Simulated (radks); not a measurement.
Tm VII, configuration [Kr] 4d10 4f11 5s2 5p4 (the NIST ground configuration). All-electron calculation, non-relativistic Kohn-Sham, LDA (Slater exchange, Perdew-Wang correlation), spin-unpolarised, spherical densities, point nucleus; relativity is left out, which matters for an element this heavy. Program: a radial shooting solver on a logarithmic mesh with Libxc functionals.

X-ray form factor f0, the Fourier transform of the density (f0(0) = 63):

sin(theta)/lambda (1/angstrom),f0 (electrons)
0.05,62.542
0.1,61.219
0.15,59.169
0.2,56.587
0.25,53.684
0.3,50.652
0.4,44.745
0.5,39.487
0.6,34.969
0.8,27.774
1,22.602
1.25,18.430
1.5,15.871
2,12.345
